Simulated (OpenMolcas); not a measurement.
3d4 along the 22-electron sequence

```
Program             : OpenMolcas
Method              : RASSCF
Basis               : ANO-RCC-VTZP
Scalar Hamiltonian  : DKH2, point nucleus
Spin-orbit coupling : RASSI with atomic mean-field integrals over the reference wave functions, term energies averaged over their components
```

Active space for each ion: 10 electrons in 8 orbitals (RAS1 3p, at most 2 holes; RAS2 3d).

Computed levels in cm-1 above 5D0:

| Level | Mn3+ | Fe4+ | Ni6+ | Cu7+ |
| --- | --- | --- | --- | --- |
| 5D1 | 106 | 158 | 300 | 405 |
| 5D2 | 312 | 464 | 868 | 1157 |
| 5D3 | 610 | 900 | 1658 | 2188 |
| 5D4 | 989 | 1448 | 2627 | 3434 |
| 3P0(1) | 21994 | 25103 | 30784 | 33412 |
| 3P1(1) | 22619 | 26037 | 32535 | 35736 |
| 3P2(1) | 23728 | 27646 | 35390 | 39413 |
| 3H4 | 25430 | 28997 | 35603 | 38751 |
| 3H5 | 25664 | 29358 | 36324 | 39749 |
| weight of 5D in the lowest level (%) | 100 | 100 | 99 | 99 |

Measured, with the error of the calculation in %. Measured levels: Mn3+ from Corliss and Sugar, J. Phys. Chem. Ref. Data 6, 1253 (1977); Fe4+ from Corliss and Sugar, J. Phys. Chem. Ref. Data 11, 135 (1982); Ni6+ from Corliss and Sugar, J. Phys. Chem. Ref. Data 10, 197 (1981).

```csv
Level,Mn3+,Fe4+,Ni6+
5D1,99.0 (+6.9),142 (+11.4),279 (+7.7)
5D2,287 (+8.8),417 (+11.2),804 (+8.0)
5D3,552 (+10.4),803 (+12.1),1520 (+9.1)
5D4,886 (+11.6),1283 (+12.9),2392 (+9.8)
3P0(1),20654 (+6.5),24055 (+4.4),30077 (+2.4)
3P1(1),21279 (+6.3),24973 (+4.3),31836 (+2.2)
3P2(1),22325 (+6.3),26468 (+4.4),34555 (+2.4)
3H4,21281 (+19.5),24932 (+16.3),31672 (+12.4)
3H5,21475 (+19.5),25226 (+16.4),32286 (+12.5)
```

The fine-structure level 5D4 changes by a factor of 3.47 from Mn3+ to Cu7+. Its fourth root runs 5.61, 6.17, 7.16, 7.66, with steps per unit of Z of 0.56, 0.50, 0.50; equal steps would mean a (Z - σ)^4 law with constant σ.

3P0(1) changes by a factor of 1.52 over the same range, with steps per unit of Z of +3110, +2840, +2630 cm-1.

Without dynamic correlation excited terms often stand tens of per cent too high (terms of higher spin than the ground term too low), and those without a measured partner can miss by more than the paired ones. Active for correlation alone: 3p; no level in the range computed is led by a configuration that opens it, so any true level of that kind is missing. Measured partners are found by configuration, term and J. A level has none where our copy of the source lacks it or the pairing is in doubt (some pairs that miss far off the trend of their configuration count as doubtful), and it then counts in no deviation. Only configurations of the active space appear.

A number in round brackets counts repeated terms of one configuration in the order of the reference energies.
